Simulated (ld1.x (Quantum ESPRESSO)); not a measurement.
## What one change does to a pseudopotential (Ta, PAW)

```json
{"Element": "tantalum (Ta)", "Generator": "ld1.x (Quantum ESPRESSO) 7.5", "Type": "PAW", "Functional": "PBE", "Relativity": "scalar-relativistic", "Frozen core": "[Xe] 4f14", "Valence charge": "5", "Reference configuration": "5d3 6s1 6p0 (charge +1)", "Partial waves": "6s (bound): rcut 2.35, rcutus 2.80 bohr; 6s channel at 2.7 Ry: rcut 2.35, rcutus 2.80 bohr; 6p (bound, empty): rcut 2.60, rcutus 2.95 bohr; 6p channel at 3.25 Ry: rcut 2.60, rcutus 2.95 bohr; 5d (bound): rcut 2.05, rcutus 2.45 bohr; 5d channel at 1.4 Ry: rcut 2.05, rcutus 2.45 bohr", "Local potential": "all-electron potential smoothed inside 2.50 bohr (lloc = -1)", "Core correction": "Bessel-smoothed model core, default radius (core density twice the valence density)", "Augmentation charge": "PSQ, inside the norm-conserving radii"}
```

All-electron outer shells of the reference configuration (PBE, scalar-relativistic, ld1.x):

| shell | level (eV) | outermost node (bohr) | outermost maximum (bohr) |
| --- | --- | --- | --- |
| 4f | -31.91 | – | 0.44 |
| 6s | -11.62 | 1.32 | 2.68 |
| 5d | -10.49 | 0.65 | 1.56 |
| 6p | -6.61 | 1.58 | 3.48 |

Change: wave 6s channel at 2.7 Ry: rcut 2.35, rcutus 2.80 bohr becomes 6s channel at -0.12 Ry: rcut 2.35, rcutus 2.80 bohr.

Cutoffs: the cutoffs (Ry, on a coarse ladder) from which the occupation-weighted sum of valence levels, in a spherical-Bessel basis at the reference potential, stays within 10 and 1 mRy of its value at 400 Ry; they do not see the model core or the augmentation charge, which bear on the density cutoff. Errors are all-electron minus pseudo energies relative to the spin-unpolarised reference configuration.

What does the change do?

The potential gets neither clearly harder nor softer (15 Ry and 21 Ry → 15 Ry and 21 Ry); of the 7 tests that both files solve, the error grows in 1 and shrinks in 0 by more than 15 % and 0.3 meV (median size 11.5 → 11.5 meV); neither file shows a bound ghost.

```csv
quantity,base,changed
"cutoff, loose",15 Ry,15 Ry
"cutoff, tight",21 Ry,21 Ry
bound ghosts,none,none
"error for 5d3 6s2 6p0, meV [ΔE -8.47 eV]",+2.0,+2.3
"error for 5d3 6s0 6p0, meV [ΔE 14.97 eV]",-12,-12
"error for 5d2 6s0 6p0, meV [ΔE 38.58 eV]",-219,-219
"error for 5d2 6s2 6p0, meV [ΔE -0.79 eV]",+18,-17
"error for 5d3 6s1.5 6p0, meV [ΔE -5.01 eV]",+1.5,+1.5
"error for 5d4 6s1 6p0, meV [ΔE -6.37 eV]",-18,-22
"error for 5d3 6s0 6p2, meV [ΔE 0.13 eV]",-2.0,-2.0
s: phases at 3.21 bohr within 0.05 rad from the reference energy up to (Ry; the scan ends near 5),1.3,1.0
p: phases at 3.21 bohr within 0.05 rad from the reference energy up to (Ry; the scan ends near 5),3.8,3.8
d: phases at 3.21 bohr within 0.05 rad from the reference energy up to (Ry; the scan ends near 5),to the end of the scan,to the end of the scan
lowest overlap eigenvalue by channel,"s 0.69, p 0.93, d 0.25","s 0.38, p 0.93, d 0.25"
```
